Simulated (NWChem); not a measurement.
System: ZrH2Br2; SMILES [Br][ZrH2][Br]

```xyz
5

Zr     0.0000     0.0000    -0.7816
Br     2.1072     0.0000     0.5108
Br    -2.1072     0.0000     0.5108
H      0.0000    -1.4926    -1.8446
H      0.0000     1.4926    -1.8446
```
Atoms are numbered in this order, from 1.

Level: PBE0/def2-SVP with def2 effective core potentials on Zr (NWChem), optimised geometry, unscaled harmonic frequencies. This build's default masses of Se (78.918 u) and Br (79.917 u) are each other's, which moves their modes by up to 0.6 %. def2 effective core potentials on Zr; no spin-orbit coupling.

Q: List the harmonic frequencies with IR intensities, and the thermochemistry.

A: 
```tsv
frequency (cm⁻¹)	IR intensity (km/mol)
60	1.3
229	27.6
270	10.8
291	19.3
456	0.0
508	166.8
580	141.1
1735	378.1
1757	289.5
```

| Item | Value |
|---|---|
| zero-point energy | 8.4 kcal/mol |
| thermal correction to the enthalpy at 298.15 K (with zero-point energy) | 12.6 kcal/mol |
| heat capacity Cv | 16.9 cal/(mol K) |
| entropy at 298.15 K and 1 atm (symmetry number 2) | 81.8 cal/(mol K) |

Rigid rotor and harmonic oscillator; modes under 100 cm⁻¹ make the entropy uncertain.
